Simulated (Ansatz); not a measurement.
```yaml
crystal:
  periodic: [false, false, false]
  atoms:
    - {symbol: C, position_ang: [0.578480, 0.140375, -1.778839]}
    - {symbol: O, position_ang: [-0.429389, 0.786718, -1.000532]}
    - {symbol: Ga, position_ang: [-0.648740, 0.564231, 1.070515]}
    - {symbol: C, position_ang: [0.380954, -1.031168, 1.533778]}
    - {symbol: Cl, position_ang: [0.000101, 2.514202, 1.735829]}
    - {symbol: Cl, position_ang: [-2.816031, 0.407923, 0.801800]}
    - {symbol: H, position_ang: [0.461634, -0.945129, -1.755217]}
    - {symbol: H, position_ang: [0.537312, 0.503464, -2.806256]}
    - {symbol: H, position_ang: [1.536165, 0.414444, -1.341113]}
    - {symbol: H, position_ang: [-1.313871, 0.628492, -1.355602]}
    - {symbol: H, position_ang: [0.028395, -1.899460, 0.974813]}
    - {symbol: H, position_ang: [0.261774, -1.239728, 2.598374]}
    - {symbol: H, position_ang: [1.443715, -0.879165, 1.337453]}
basis:
  gaussian: {orbitals: pcseg-2}
hamiltonian: {xc: {name: r2SCAN0}}
```

```sh
$ ansatz run in.yaml --threads 4 --pin off --events-out ev --progress --plain --max-ram 11315MiB
```

It prints (some lines left out):

```
Functional definition: r2SCAN0
1788 factors; their error is unknown
mean field evaluation 1: about -81650.7746 eV, gradient 6.7e1 eV
mean field evaluation 2: about -81648.5624 eV, gradient 7.3e1 eV
mean field evaluation 4: about -81659.9712 eV, gradient 3.2e0 eV
mean field evaluation 8: about -81659.9901 eV, gradient 4.1e-2 eV
mean field evaluation 16: about -81660.4070 eV, gradient 1.4e-4 eV
mean field -81660.40700400 eV, -3000.9646059853 hartree, gradient 4.2e-5 eV, S^2 0.000000; 0 other end points of the search recorded, 0 dependent functions left out
reference -81660.40701781 eV, -3000.9646064925 hartree; 46, 46 occupied and 253, 253 virtual orbitals, 1788 factors
Total energy: -81660.40701781 eV, -3000.9646064925 hartree
```

Run time 10 s (4 threads of an Arm Neoverse V2 on a shared host); peak host memory 0.88 GiB.
